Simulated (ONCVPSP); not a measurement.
**neon (Ne): ONCV pseudisation with PBE, scalar-relativistic reference atom.**

```json
{"Element": "Ne", "Generator": "ONCVPSP 4.0.1", "Type": "optimised norm-conserving Vanderbilt (ONCV)", "Functional": "PBE", "Relativity": "scalar-relativistic", "Frozen core": "[He]", "Valence charge": "8", "Reference configuration": "2s2 2p6", "Partial waves": "2s: rc 0.55 bohr, ncon 3, nbas 8, qcut 14.5 1/bohr, 1 projector; 2p: rc 0.95 bohr, ncon 4, nbas 8, qcut 12.2 1/bohr, 2 projectors, debl 1.4 Ha", "Local potential": "polynomial inside 0.50 bohr (lpopt 5, dvloc0 4 Ha)", "Core correction": "Teter function, fcfact 3, rcfact 1.45"}
```

What the tests gave:

```
Cutoffs needed             : 77 Ha and 93 Ha (the cutoffs (Ha) at which the residual kinetic energy of the hardest occupied pseudo-wave falls to 1 and 0.1 mHa per electron)
Ghost test                 : no bound ghost flagged; no localised positive-energy state flagged
Largest excitation error   : +272 meV (all-electron minus pseudo) for 2s2 2p3, out of 4 test configurations
rms error of d²Exc/dni dnj : 1.82 mHa without and 1.54 mHa with the model core
```

Generation and tests took about 1.9 s on one core of a shared server CPU.
